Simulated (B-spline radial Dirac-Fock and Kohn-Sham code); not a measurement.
Binding energies of Zn²⁺ at several levels of theory

System: zinc as Zn²⁺ in the configuration [Ar] 3d10.

The density-functional columns are spherical, spin-unpolarised Dirac-Kohn-Sham results without Breit or QED terms: −ε is minus the orbital energy of the initial state and ΔSCF the difference of two total energies. The reference in the last column comes from Dirac-Fock ΔSCF + Breit + QED. All numbers are from a B-spline atomic structure program, in eV; a selection of levels is shown. For the 1s level of heavy atoms much of the gap between ΔSCF and the reference is the Breit and QED part, -18.1 eV here; for other levels the error of the functional can be larger.

```
level  LDA −ε  LDA ΔSCF  PBE −ε  PBE ΔSCF  Dirac-Fock
    K  9525.7    9707.7  9544.1    9726.7      9689.7
   L1  1176.4    1204.2  1178.4    1206.1      1228.9
   L2  1039.7    1074.0  1040.2    1074.5      1074.5
   L3  1015.9    1049.4  1016.4    1049.8      1051.2
   M1   149.6     160.5   150.1     161.0       172.2
   M2   106.3     117.0   106.3     117.1       122.7
   M3   103.2     113.9   103.3     113.9       119.7
   M4   31.45     41.14   31.07     40.77       37.35
   M5   31.08     40.74   30.71     40.38       37.02
```

Q: Order the estimates of the K (1s) level by their distance from the Dirac-Fock value, nearest first.
A. LDA −ε
B. PBE −ε
C. LDA ΔSCF
D. PBE ΔSCF

A: C (18.0 eV), D (37.0 eV), B (145.6 eV), A (164.0 eV).

For the outermost level NIST gives 39.7233 eV (measured); the differences from it are LDA −ε -8.64, LDA ΔSCF +1.02, PBE −ε -9.01, PBE ΔSCF +0.65, Dirac-Fock -2.71 eV.

Values without a named source are computed, but for edge energies of neutral atoms, which are taken from tables.
